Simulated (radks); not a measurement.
Q: Ionisation of the mercury ion Hg3+, [Xe] 4f14 5d9, to [Xe] 4f14 5d8 as the strength of local exchange is varied. Method: Dirac Kohn-Sham, Slater X-alpha exchange (alpha = 2/3 is LDA exchange), no correlation, spin-unpolarised, spherical densities, point nucleus; open shells fill j = l - 1/2 first; computed with a radial shooting solver on a logarithmic mesh with Libxc functionals.

| alpha | E(Hg3+) (hartree) | exchange (hartree) | IE (eV) | -e of the level emptied (eV) | <r> of it (bohr) |
|---|---|---|---|---|---|
| 0.598 | -19604.3498 | -316.4147 | 45.877 | 38.782 (5d5/2) | 1.431 |
| 0.62 | -19615.9941 | -328.2578 | 46.365 | 39.242 (5d5/2) | 1.425 |
| 0.667 | -19640.8946 | -353.6070 | 47.417 | 40.237 (5d5/2) | 1.414 |
| 0.845 | -19735.4954 | -450.2030 | 51.532 | 44.139 (5d5/2) | 1.374 |
| 0.887 | -19757.8854 | -473.1319 | 52.532 | 45.091 (5d5/2) | 1.365 |
| 0.907 | -19768.5565 | -484.0688 | 53.012 | 45.549 (5d5/2) | 1.361 |
| 1.003 | -19819.8603 | -536.7302 | 55.353 | 47.781 (5d5/2) | 1.341 |
| x | -19803.8132 | -520.2443 | 54.615 | 47.077 (5d5/2) | 1.347 |

Which alpha was used in the last row?

A: alpha = 0.973. NIST Atomic Spectra Database: 48.6 +/- 0.15 eV (measured). The Delta-SCF value meets it near alpha = 0.72. Spin polarisation and multiplet splitting are left out, so open shells lie too high by an amount that depends on their filling.

Beside tabulated values, note that spin-unpolarised runs miss the spin-polarisation part of the exchange energy of open shells.
